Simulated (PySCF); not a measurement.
**InBi⁺: frontier orbitals**

B3LYP at R = 3.215 Å; basis In def2-SVP with ECP28, Bi def2-SVP with ECP60; scalar-relativistic core potentials; PySCF 2.14. State: ⁴Σ⁻ (quartet), unpaired electrons σ ↑, π ↑↑. Only the outer orbitals are listed, counted within each symmetry, core potentials removing the inner ones.

```
spin  orbital  occ.  ε (eV)  on In (%)           main shells (%)
   α       7σ     1  -21.35          2                   98 Bi s
   α       8σ     1  -15.10         89           89 In s, 9 Bi p
   α       9σ     1  -10.99         33  67 Bi p, 24 In p, 8 In s
   α       5π     1  -10.70          5                   94 Bi p
   α       5π     1  -10.70          5                   94 Bi p
   α       6π     0   -7.05         94                   94 In p
   α       6π     0   -7.05         94                   94 In p
   α      10σ     0   -5.78         77          76 In p, 22 Bi p
   β       7σ     1  -19.53          3                   96 Bi s
   β       8σ     1  -14.63         93                   93 In s
   β       9σ     0   -8.68         40          59 Bi p, 35 In p
   β       5π     0   -8.09         27          73 Bi p, 26 In p
   β       5π     0   -8.09         27          73 Bi p, 26 In p
```

Problem. Which are the highest filled and the lowest empty level, where do they sit, and how wide is the gap?

Solution. Highest filled α 5π at -10.70 eV (in %: 94 Bi p); lowest empty β 9σ at -8.68 eV (in %: 59 Bi p, 35 In p); the gap at B3LYP is 2.02 eV.

- bond order (Mayer): 0.67
- ⟨S²⟩: 3.754
- charge on In (Mulliken, basis-dependent): 0.69
- charge on In (Löwdin, basis-dependent): 0.61
- dipole moment (positive dipole points towards Bi; it is taken about the centre of mass and depends on that origin): -4.60 D
- polarisability along the bond: 126.7 bohr³
- polarisability across the bond: 46.0 bohr³

Spin–orbit coupling is left out, which matters for elements this heavy, above all for dissociation energies. The state was picked by a PBE0 search and need not be the measured ground state.
